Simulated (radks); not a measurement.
All-electron atom: Ti8+ in [Ne] 3s2 3p2. All-electron calculation, Dirac Kohn-Sham, PBE, spin-unpolarised, spherical densities, point nucleus; open shells fill j = l - 1/2 first. Program: a radial shooting solver on a logarithmic mesh with Libxc functionals.

Spin-orbit splittings of the eigenvalues, e(l+1/2) - e(l-1/2), with zeta = 2 splitting/(2l+1) and mean radii in bohr:

shell  occ.  splitting (eV)  zeta (eV)  <r> j=l-1/2  <r> j=l+1/2
2p        6           5.854      3.903       0.2858       0.2885
3p        2          0.9588     0.6392       0.9121       0.9168
3d        0          0.1293    0.05170       0.9034       0.9045
4p        0          0.3012     0.2008        1.930        1.937
